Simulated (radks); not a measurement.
The ruthenium anion Ru- inside a hard spherical wall (all orbitals vanish at R), configuration held at [Kr] 4d7 5s2 and not refilled when levels cross. All-electron calculation, scalar-relativistic Kohn-Sham, r2SCAN, spin-unpolarised, spherical densities, finite nucleus; meta-GGA in the generalised Kohn-Sham scheme; Fermi nuclear charge, rms radius 4.4809 fm. Program: a radial shooting solver on a logarithmic mesh with Libxc functionals. Eigenvalues in eV, with the zero of energy where the potential of the charges vanishes at infinity; a dash marks a level that is unbound or too diffuse for the functional's potential to be trusted. A positive occupied level is held by the wall or, in an anion where self-interaction has pushed it up, behind a barrier. The pressure on the wall is -dE/dV.

[
 {"R (bohr)": "15", "E (hartree)": "-4531.35603", "kinetic (hartree)": "4685.890", "e(4s)": "-72.819", "e(4p)": "-42.059", "e(4d)": "0.513", "e(5s)": "0.689", "e(5p, empty)": "3.167", "e(6s, empty)": "3.978", "pressure (GPa)": "0.00157"},
 {"R (bohr)": "7", "E (hartree)": "-4531.31042", "kinetic (hartree)": "4686.097", "e(4s)": "-71.103", "e(4p)": "-40.335", "e(4d)": "2.151", "e(5s)": "2.268", "e(5p, empty)": "6.246", "e(6s, empty)": "14.391", "pressure (GPa)": "1.75"},
 {"R (bohr)": "6", "E (hartree)": "-4531.25069", "kinetic (hartree)": "4686.338", "e(4s)": "-69.836", "e(4p)": "-39.078", "e(4d)": "3.303", "e(5s)": "3.564", "e(5p, empty)": "8.242", "e(6s, empty)": "20.784", "pressure (GPa)": "6.07"},
 {"R (bohr)": "3.5", "E (hartree)": "-4529.88800", "kinetic (hartree)": "4691.154", "e(4s)": "-57.167", "e(4p)": "-26.886", "e(4d)": "14.951", "e(5s)": "21.312", "e(5p, empty)": "31.801", "e(6s, empty)": "86.368", "pressure (GPa)": "368"},
 {"R (bohr)": "3", "E (hartree)": "-4528.40185", "kinetic (hartree)": "4696.239", "e(4s)": "-49.393", "e(4p)": "-19.462", "e(4d)": "22.916", "e(5s)": "36.589", "e(5p, empty)": "50.538", "e(6s, empty)": "132.23", "pressure (GPa)": "1150"},
 {"R (bohr)": "2.5", "E (hartree)": "-4524.68843", "kinetic (hartree)": "4708.856", "e(4s)": "-35.869", "e(4p)": "-6.104", "e(4d)": "38.325", "e(5s)": "69.792", "e(5p, empty)": "89.096", "e(6s, empty)": "219.12", "pressure (GPa)": "4430"},
 {"R (bohr)": "2", "E (hartree)": "-4513.67301", "kinetic (hartree)": "4744.368", "e(4s)": "-8.348", "e(4p)": "22.901", "e(4d)": "73.004", "e(5s)": "151.76", "e(5p, empty)": "178.75", "e(6s, empty)": "404.78", "pressure (GPa)": "22200"}
]
